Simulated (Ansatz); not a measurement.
Problem. Name a neutral molecule of C, O, W and H with HOMO–LUMO gap (PBE0/def2-TZVPP) between 5.20 and 5.50 eV and HOMO–LUMO gap (PBE/def2-TZVPP) between 3.30 and 3.60 eV (Ansatz, PBE0-D4/def2-TZVP geometry).

Solution. `C[C@@]12[C@H]3[C@H]4[C@H]5[C@@H]1[WH-3]4532([C]#[O+])([C]#[O+])[C]#[O+]` (5.33 eV, 3.54 eV). Other molecules can fit too; these were computed, each in one conformer that needn't be the lowest.
